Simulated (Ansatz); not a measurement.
C4HF5 (`FC(F)C#CC(F)(F)F`), relaxed with RKS PBE-D4/def2-SVP in Ansatz 0.2.0 from a rough embedded geometry. The force threshold is 0.03 eV/Å; the program also tests the step.

The species carries charge 0 and has multiplicity 1.

Start:

```xyz
10

F     1.418    2.451   -0.311
C     1.629    1.218    0.300
F     1.710    1.471    1.628
C     0.549    0.378    0.054
C    -0.428   -0.409   -0.089
C    -1.583   -1.285   -0.326
F    -2.708   -0.689    0.135
F    -1.381   -2.432    0.315
F    -1.772   -1.525   -1.653
H     2.565    0.822   -0.054
```

(1) By how much does the energy fall, and how many steps does the optimiser take? (Best estimate.)

(2) Which bonds change most? (Best estimate.)

(3) Give the relaxed structure. (Estimate.)

Results:

(1) Computed: 6.58 kcal/mol, in 4 steps.

(2) Computed: C2–C4 from 1.390 to 1.472 Å; C4–C5 from 1.262 to 1.220 Å; C2–H10 from 1.077 to 1.115 Å; F1–C2 from 1.392 to 1.364 Å.

(3) Computed: 
```xyz
10

F     1.450    2.450   -0.327
C     1.638    1.261    0.315
F     1.794    1.506    1.647
C     0.480    0.380    0.095
C    -0.455   -0.378   -0.102
C    -1.593   -1.282   -0.333
F    -2.741   -0.743    0.125
F    -1.405   -2.461    0.298
F    -1.746   -1.535   -1.650
H     2.579    0.801   -0.069
```
